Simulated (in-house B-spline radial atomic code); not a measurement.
I⁵⁺. Computed with a B-spline radial atomic code. Model: all-electron spherical atom, spin shells full or empty, radial basis limit, no spin-orbit coupling, Breit or QED, empty-state partial waves extrapolated as (l+1/2)^-4, RPA, G0W0 and static COHSEX of the highest shell as one setting changes (uncorrelated shells keep exact exchange).

Given: element I; charge 5; filled core Kr; hamiltonian one-electron scalar X2C; mean-field start LDA VWN5; highest l of empty states 9; nuclear rms radius 4.75 fm; highest mean-field shell 5s.

Shell: 4d 5 5, 5s 1 1 (electrons up and down).

| lowest nl shells left uncorrelated | RPA correlation energy (hartree) | G0W0 level (eV) | G0W0 minus most complete (meV) | COHSEX level (eV) | removal by RPA minus most complete (meV) |
| --- | --- | --- | --- | --- | --- |
| 0 | -3.908 | -75.182 | 0 | -77.474 | 0 |
| 1 | -3.7287 | -75.182 | 0.3 | -77.473 | -0.1 |
| 2 | ? | ? | ? | ? | ? |
| 3 | -2.9704 | -75.182 | 0.6 | -77.472 | 2.1 |
| 4 | -2.7886 | -75.201 | -18.9 | -77.513 | 21.7 |
| 5 | -2.2467 | -75.189 | -7 | -77.502 | 14.4 |
| 6 | ? | ? | ? | ? | ? |
| 7 | -1.2227 | -75.196 | -13.8 | -77.54 | 38.7 |
| 8 | -0.76417 | -75.09 | 92.6 | -77.38 | -102.9 |
| 9 | -0.075784 | -73.952 | 1230 | -75.762 | -1388.5 |

What follows for lowest nl shells left uncorrelated = 2?

RPA correlation energy -3.5327 hartree; G0W0 level -75.186 eV; G0W0 minus most complete -3.6 meV; COHSEX level -77.483 eV; removal by RPA minus most complete 4.2 meV.

What follows for lowest nl shells left uncorrelated = 6?

RPA correlation energy -1.3818 hartree; G0W0 level -75.11 eV; G0W0 minus most complete 72 meV; COHSEX level -77.382 eV; removal by RPA minus most complete -38.8 meV.
